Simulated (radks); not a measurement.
Question: Tl17+, configuration [Kr] 4d10 4f14 5s2 5p2. Calculated with a radial shooting solver on a logarithmic mesh with Libxc functionals: non-relativistic Kohn-Sham, PBE, spin-polarised, spherical densities, point nucleus; open shells are filled with parallel spins first (spin-orbit coupling, left out, can overturn this in heavy ions); relativity is left out, which matters for an element this heavy. Some entries of the table are withheld. Estimate them.

orbital,occ.,eigenvalue (eV),<r> (bohr),<r^2> (bohr^2)
1s up,1,-77371.36,0.01869,0.0004666
1s down,1,-77370.99,0.01869,0.0004666
2s up,1,-13303.56,0.07861,0.007241
2s down,1,-13303.37,0.07861,0.007240
2p up,3,-12819.18,0.06640,0.005337
2p down,3,-12818.87,0.06640,0.005337
3s up,1,-3428.592,0.1979,0.04459
3s down,1,-3428.377,0.1979,0.04459
3p up,3,-3198.797,0.1883,0.04097
3p down,3,-3198.523,0.1883,0.04097
3d up,5,-2770.309,0.1642,0.03145
3d down,5,-2770.037,0.1642,0.03145
4s up,1,-1025.331,0.4319,0.2099
4s down,1,-1024.812,0.4318,0.2097
4p up,3,-924.7237,0.4346,0.2140
4p down,3,-924.1556,0.4343,0.2137
4d up,5,-739.1834,0.4383,(1)
4d down,5,-738.5442,0.4379,(2)
4f up,7,-487.9258,0.4438,0.2324
4f down,7,-487.1437,0.4425,0.2308
5s up,1,-428.7467,0.8788,0.8576
5s down,1,-424.7218,0.8784,0.8574
5p up,2,-390.4367,0.9125,0.9271
5p down,0,-386.3984,0.9127,0.9282

Answer: 
(1) 4d up <r^2> (bohr^2): 0.2209
(2) 4d down <r^2> (bohr^2): 0.2204
